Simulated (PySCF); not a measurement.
## How methods differ on the excitation energy of Mn²⁺

Mn²⁺ [Ar] 3d5 (6S) → Mn²⁺ [Ar] 3d4 4s1 (6D), as a difference of total energies. Calculation: PySCF 2.14, in aug-cc-pVTZ; the non-relativistic Hamiltonian (point nucleus). Correlated levels: valence: [Ar] frozen. The calculations carry no spin-orbit coupling.

| method | excitation energy (eV) |
| --- | --- |
| UHF | 7.683 |
| LDA | 8.104 |
| PBE | 7.931 |
| PBE0 | 8.058 |
| r2SCAN | 8.060 |
| BLYP | 7.726 |
| B3LYP | 7.865 |
| PBEsol | 8.075 |
| TPSSh | 8.052 |
| MP2 (valence) | 8.169 |
| SCS-MP2 (valence) | 7.845 |

How much does correlation contribute at MP2 (valence)?

8.169 − (7.683) = 0.486 eV, measured against UHF.

A first-order spin-orbit estimate (lowest level to lowest level, LS coupling) adds -0.065 eV.
